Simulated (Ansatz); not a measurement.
HgS2 (the lowest singlet isomer of a short search) was relaxed with PBE0-D4 (def2-TZVP) in Ansatz in these states: neutral quintet, neutral triplet. The geometries follow in no particular order.

In the def2 sets Hg takes a core potential; there is no spin–orbit coupling.

A:

```xyz
3

Hg    0.0000    0.0000    0.0000
S     1.5997    0.4107    1.5812
S    -1.5997   -0.4107   -1.5812
```

B:

| atom | x (Å) | y (Å) | z (Å) |
| --- | --- | --- | --- |
| Hg1 | 1.307 | 0.134 | 0.673 |
| S2 | -1.314 | -0.244 | 0.983 |
| S3 | 0.007 | 0.110 | -1.656 |

Q: Judge from the bond lengths which geometry belongs to which state (an estimate).

A: A is the neutral triplet (Hg1–S3 2.286 Å, Hg1–S2 2.286 Å); B is the neutral quintet (Hg1–S3 2.667 Å, Hg1–S2 2.667 Å).

At PBE0-D4/def2-TZVP a triplet lies 2.35 eV below the neutral quintet. These are the stationary points nearest to one start from a short search; other shapes may lie lower in each state.
